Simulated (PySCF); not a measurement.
C6H6O.
Bonds: C1–C2 (double), C2–C3, C3–C4, C4–C5 (double), C5–C6, C6–O7 (double), C4–C6. Hydrogens: H8, H9 on C1; H10 on C2; H11, H12 on C3; H13 on C5.

Probes without a nucleus sit at each ring's centroid and 1 Å off its mean plane on both sides; NICS is minus the shielding there, NICSzz its component along the normal. Level: GIAO PBE0/pcSseg-1 (PySCF, non-relativistic, gas phase) on the GFN2-xTB geometry, one conformer.

Ring bond lengths (Å), with Mayer bond orders in brackets: C4–C5 1.354 (1.35), C5–C6 1.425 (1.00), C6–C4 1.435 (0.97).

Give the NICS values of each ring in ppm.

| ring | type | NICS(0) | NICS(1), two faces | NICS(1)zz, two faces | rms pucker (Å) | centre to ring atoms, mean (Å) |
| --- | --- | --- | --- | --- | --- | --- |
| C4–C5–C6 | 3-membered carbocycle; bonds drawn aromatic by RDKit's count | -18.0 | -9.9 / -9.9 | -13.3 / -13.4 | 0.00 | 0.81 |

What can be read from them?

- C4–C5–C6: mean NICS(1)zz -13.4 ppm, shielded. NICS(0) lies 8 ppm below the mean NICS(1).

And the bond-length index? HOMA takes Krygowski's 1993 parameters.

- C4–C5–C6: HOMA 0.59 = 1 − EN − GEO, with mean bond length 1.405 Å, EN = α(Ropt − mean)² = 0.074 and GEO = α × variance = 0.336.

At the first NICS(1) probe listed for ring C4–C5–C6, 1 Å off the ring, what do the in-plane components average?

The isotropic value is a third of the trace: (3 × -9.9 − (-13.3))/2 = -8.2 ppm.

List the ring angles and the Hirshfeld charges of the ring atoms.

- C4–C5–C6: C4 61.4° (+0.037 e), C5 62.1° (-0.027 e), C6 56.5° (+0.112 e); sum 180.0° against 180° for a flat convex ring.

What are the shieldings of the ring atoms and their hydrogens in the same run (means over atoms taken as equivalent)?

| atoms | environment | σ isotropic (ppm) | principal values of the symmetric part, first atom (ppm) |
| --- | --- | --- | --- |
| C4 | unsaturated ring carbon | 5.0 | -119.0, -49.6, 183.6 |
| C5 | unsaturated ring CH carbon | 29.0 | -71.5, -36.1, 194.7 |
| C6 | ring carbonyl carbon | 33.8 | -83.2, 61.0, 123.5 |
| H13 | hydrogen on carbon | 23.04 | 20.8, 23.6, 24.7 |

On one thread of an Intel Xeon Platinum 8488C, no GPU, on a shared host, this took 20 s (grids of density and orbitals included) and 0.81 GiB of memory at its peak. This is the whole shielding run at PBE0/pcSseg-1, SCF included.

The values belong to the conformer `[CH2:1]=[CH:2][CH2:3][c:4]1[cH:5][c:6]1=[O:7]`: C1–C2–C3–C4 118°, C2–C3–C4–C5 -1°.
